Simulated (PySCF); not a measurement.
## From a computed spectrum to the compound

A species of 10 atoms with charge 3 has these harmonic modes (PBE0, small Gaussian bases with core potentials, PySCF 2.14.0):

```json
{"cm⁻¹": "-21", "km/mol": "–", "symmetry": "a2"}
{"cm⁻¹": "70", "km/mol": "6.3", "symmetry": "e"}
{"cm⁻¹": "70", "km/mol": "6.3", "symmetry": "e"}
{"cm⁻¹": "100", "km/mol": "1.0", "symmetry": "e"}
{"cm⁻¹": "100", "km/mol": "1.0", "symmetry": "e"}
{"cm⁻¹": "114", "km/mol": "0.0", "symmetry": "a1"}
{"cm⁻¹": "426", "km/mol": "0.0", "symmetry": "a1"}
{"cm⁻¹": "435", "km/mol": "16.0", "symmetry": "e"}
{"cm⁻¹": "435", "km/mol": "16.0", "symmetry": "e"}
{"cm⁻¹": "635", "km/mol": "1.0", "symmetry": "a2"}
{"cm⁻¹": "666", "km/mol": "61.3", "symmetry": "e"}
{"cm⁻¹": "666", "km/mol": "61.3", "symmetry": "e"}
{"cm⁻¹": "687", "km/mol": "131.4", "symmetry": "e"}
{"cm⁻¹": "687", "km/mol": "131.4", "symmetry": "e"}
{"cm⁻¹": "704", "km/mol": "1033.8", "symmetry": "a2"}
{"cm⁻¹": "1672", "km/mol": "236.8", "symmetry": "e"}
{"cm⁻¹": "1672", "km/mol": "236.8", "symmetry": "e"}
{"cm⁻¹": "1677", "km/mol": "0.0", "symmetry": "a1"}
{"cm⁻¹": "3550", "km/mol": "824.8", "symmetry": "e"}
{"cm⁻¹": "3550", "km/mol": "824.8", "symmetry": "e"}
{"cm⁻¹": "3570", "km/mol": "0.0", "symmetry": "a1"}
{"cm⁻¹": "3579", "km/mol": "183.4", "symmetry": "a2"}
{"cm⁻¹": "3583", "km/mol": "647.8", "symmetry": "e"}
{"cm⁻¹": "3583", "km/mol": "647.8", "symmetry": "e"}
```

Task: Which species is it, and in which structure?

Result: [Lu(H2O)3]3+ (singlet in the valence; each metal's 4f electrons, 14 of them, lie in its core potential, out of spins and levels):
```xyz
10

Lu    0.0000    0.0000    0.0000
O     2.1871    0.0000    0.0000
H     2.8040    0.7227    0.2766
H     2.8040   -0.7227   -0.2766
O    -1.0935    1.8941    0.0000
H    -2.0278    2.0670    0.2766
H    -0.7761    2.7897   -0.2766
O    -1.0936   -1.8941    0.0000
H    -0.7762   -2.7897    0.2766
H    -2.0279   -2.0670   -0.2766
```
 Negative wavenumbers this small are taken as noise. An lcecp potential fixes the number of 4f electrons, so in runs with it no electron can move into or out of that shell.
 This is one of several that fit.
